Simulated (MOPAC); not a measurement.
MOPAC input (PM7):

```
PM7 FORCE THERMO(298,298) PRECISE LET UHF MS=0.5 GEO-OK AUX(PRECISION=9) THREADS=1
H2BO2

B    -0.31199663 1   -0.19979002 1   -0.00644653 1
O    -0.69079068 1    1.07851772 1    0.12286792 1
O     0.69418149 1   -1.07634959 1   -0.12279815 1
H    -0.11142812 1    1.83289058 1    0.16940856 1
H     1.62266441 1   -0.86517830 1   -0.13818513 1
```

From the last part of the output:

```
     H    5   0.947218   0.147923   3.465343   0.058235   4.104751

          HEAT OF FORMATION =    -105.849729 KCALS/MOLE

          ZERO POINT ENERGY      14.392 KCAL/MOL

           NORMAL COORDINATE ANALYSIS (Total motion = 1 Angstrom)

   Root No.       1         2         3         4         5         6         7         8

                 1 A1      1 A2      1 B1      1 B2      2 A1      3 A1      2 B2      3 B2

                 219.5     356.5     416.0     626.2     661.1     970.9    1440.6    2669.4

           1    0.0576   -0.0000    0.0000    0.0263   -0.0021    0.0346    0.3420    0.0090
           2    0.1990   -0.0000    0.0000   -0.0076   -0.0072    0.1196   -0.0990   -0.0026
           3   -0.0000   -0.0000    0.1558    0.0000   -0.0000   -0.0000   -0.0000    0.0000
           4    0.0395    0.0000   -0.0000   -0.0249   -0.0961   -0.0969   -0.1170    0.0162
           5   -0.0753    0.0000   -0.0000    0.0379    0.0439   -0.0221   -0.0161    0.0191
           6    0.0000    0.0366   -0.0745   -0.0000    0.0000    0.0000    0.0000   -0.0000
           7   -0.0736   -0.0000   -0.0000   -0.0413    0.1047    0.0702   -0.0904    0.0034
           8   -0.0425   -0.0000   -0.0000   -0.0188   -0.0142   -0.0704    0.0761   -0.0248
           9    0.0000   -0.0366   -0.0745    0.0000   -0.0000    0.0000   -0.0000   -0.0000
          10    0.2303   -0.0000    0.0000    0.3320    0.2621   -0.2846   -0.1715   -0.3205
          11   -0.2097   -0.0000    0.0000   -0.2902   -0.2895    0.1830    0.1101   -0.3441
          12   -0.0000   -0.4634    0.3476    0.0000    0.0000   -0.0000    0.0000    0.0000
          13   -0.3067    0.0000    0.0000    0.4357   -0.3763    0.3383   -0.2038   -0.0870
          14   -0.0542    0.0000    0.0000    0.0679   -0.1047    0.0026   -0.0014    0.4621
          15   -0.0000    0.4634    0.3476   -0.0000    0.0000   -0.0000    0.0000   -0.0000

   Root No.       9

                 4 A1

                2706.8

           1   -0.0029
           2   -0.0102
           3    0.0000
           4   -0.0185
           5   -0.0184
           6    0.0000
           7    0.0058
           8   -0.0254
           9    0.0000
          10    0.3188
          11    0.3435
          12   -0.0000
          13   -0.0860
          14    0.4607
          15   -0.0000

           MASS-WEIGHTED COORDINATE ANALYSIS (NORMAL COORDINATES)

   Root No.       1         2         3         4         5         6         7         8

                 1 A1      1 A2      1 B1      1 B2      2 A1      3 A1      2 B2      3 B2

                 219.5     356.5     416.0     626.2     661.1     970.9    1440.6    2669.4

           1    0.2007   -0.0000    0.0000    0.1269   -0.0084    0.1347    0.8156    0.0432
           2    0.6932   -0.0000    0.0000   -0.0367   -0.0289    0.4652   -0.2362   -0.0125
           3   -0.0000   -0.0000    0.6195    0.0000   -0.0000   -0.0000   -0.0000    0.0000
           4    0.1674    0.0000   -0.0000   -0.1457   -0.4714   -0.4587   -0.3396    0.0947
           5   -0.3191    0.0000   -0.0000    0.2224    0.2154   -0.1044   -0.0466    0.1121
           6    0.0000    0.2120   -0.3605   -0.0000    0.0000    0.0000    0.0000   -0.0000
           7   -0.3120   -0.0000   -0.0000   -0.2420    0.5135    0.3319   -0.2622    0.0201
           8   -0.1803   -0.0000   -0.0000   -0.1101   -0.0698   -0.3333    0.2208   -0.1453
           9    0.0000   -0.2120   -0.3605    0.0000   -0.0000    0.0000   -0.0000   -0.0000
          10    0.2450   -0.0000    0.0000    0.4883    0.3225   -0.3380   -0.1249   -0.4709
          11   -0.2231   -0.0000    0.0000   -0.4268   -0.3563    0.2173    0.0802   -0.5057
          12   -0.0000   -0.6746    0.4221    0.0000    0.0000   -0.0000    0.0000    0.0000
          13   -0.3263    0.0000    0.0000    0.6408   -0.4630    0.4018   -0.1484   -0.1279
          14   -0.0577    0.0000    0.0000    0.0999   -0.1288    0.0031   -0.0010    0.6790
          15   -0.0000    0.6746    0.4221   -0.0000    0.0000   -0.0000    0.0000   -0.0000

   Root No.       9

                 4 A1

                2706.8

           1   -0.0142
           2   -0.0489
           3    0.0000
           4   -0.1085
           5   -0.1077
           6    0.0000
           7    0.0342
           8   -0.1490
           9    0.0000
          10    0.4691
          11    0.5053
          12   -0.0000
          13   -0.1265
          14    0.6777
          15   -0.0000

          DESCRIPTION OF VIBRATIONS

 VIBRATION          1    1A1         ATOM PAIR     ENERGY CONTRIBUTION    RADIAL
 FREQUENCY           219.51         B 1 -- O 2         +34.5% (167.0%)      0.1%
 TRANSITION DIPOLE   0.2163         B 1 -- O 3         +34.5% (167.0%)      0.1%
 TRAVEL (Ang.)       0.2964         O 3 -- H 5         +15.5% (112.0%)     99.7%
 REDUCED MASS        3.4958         O 2 -- H 4         +15.5% (112.0%)     99.7%
 EFFECTIVE MASS     22.4280
 FORCE CONSTANT      0.0992

 VIBRATION          2    1A2         ATOM PAIR     ENERGY CONTRIBUTION    RADIAL
 FREQUENCY           356.49         O 3 -- H 5         +48.9% ( 65.8%)      0.0%
 TRANSITION DIPOLE   0.0000         O 2 -- H 4         +48.9% ( 65.8%)      0.0%
 TRAVEL (Ang.)       0.6264         B 1 -- O 2          +1.1% ( 10.0%)      0.0%
 REDUCED MASS        0.4821         B 1 -- O 3          +1.1% ( 10.0%)      0.0%
 EFFECTIVE MASS      1.6174
 FORCE CONSTANT      0.0361

 VIBRATION          3    1B1         ATOM PAIR     ENERGY CONTRIBUTION    RADIAL
 FREQUENCY           415.97         B 1 -- O 3         +29.1% ( 51.7%)      0.0%
 TRANSITION DIPOLE   2.2909         B 1 -- O 2         +29.1% ( 51.7%)      0.0%
 TRAVEL (Ang.)       0.2717         O 3 -- H 5         +20.9% ( 43.8%)      0.0%
 REDUCED MASS        2.1966         O 2 -- H 4         +20.9% ( 43.8%)      0.0%
 EFFECTIVE MASS      7.0394
 FORCE CONSTANT      0.2239

 VIBRATION          4    1B2         ATOM PAIR     ENERGY CONTRIBUTION    RADIAL
 FREQUENCY           626.20         O 3 -- H 5         +39.3% ( 75.7%)      2.8%
 TRANSITION DIPOLE   1.3866         O 2 -- H 4         +39.3% ( 75.7%)      2.8%
 TRAVEL (Ang.)       0.4552         B 1 -- O 3         +10.7% ( 39.5%)     52.5%
 REDUCED MASS        0.5198         B 1 -- O 2         +10.7% ( 39.5%)     52.5%
 EFFECTIVE MASS      3.5390
 FORCE CONSTANT      0.1201

 VIBRATION          5    2A1         ATOM PAIR     ENERGY CONTRIBUTION    RADIAL
 FREQUENCY           661.13         O 2 -- H 4         +30.4% ( 66.7%)      0.0%
 TRANSITION DIPOLE   0.0563         O 3 -- H 5         +30.4% ( 66.7%)      0.0%
 TRAVEL (Ang.)       0.2055         B 1 -- O 2         +19.6% ( 53.4%)     78.2%
 REDUCED MASS        2.4157         B 1 -- O 3         +19.6% ( 53.4%)     78.2%
 EFFECTIVE MASS     10.1685
 FORCE CONSTANT      0.6221

 VIBRATION          6    3A1         ATOM PAIR     ENERGY CONTRIBUTION    RADIAL
 FREQUENCY           970.87         B 1 -- O 2         +26.8% ( 56.4%)     52.0%
 TRANSITION DIPOLE   0.3469         B 1 -- O 3         +26.8% ( 56.4%)     52.0%
 TRAVEL (Ang.)       0.1771         O 2 -- H 4         +23.2% ( 52.5%)     92.9%
 REDUCED MASS        2.2140         O 3 -- H 5         +23.2% ( 52.5%)     92.9%
 EFFECTIVE MASS      9.5592
 FORCE CONSTANT      1.2296

 VIBRATION          7    2B2         ATOM PAIR     ENERGY CONTRIBUTION    RADIAL
 FREQUENCY          1440.55         B 1 -- O 3         +47.0% ( 85.4%)     97.4%
```
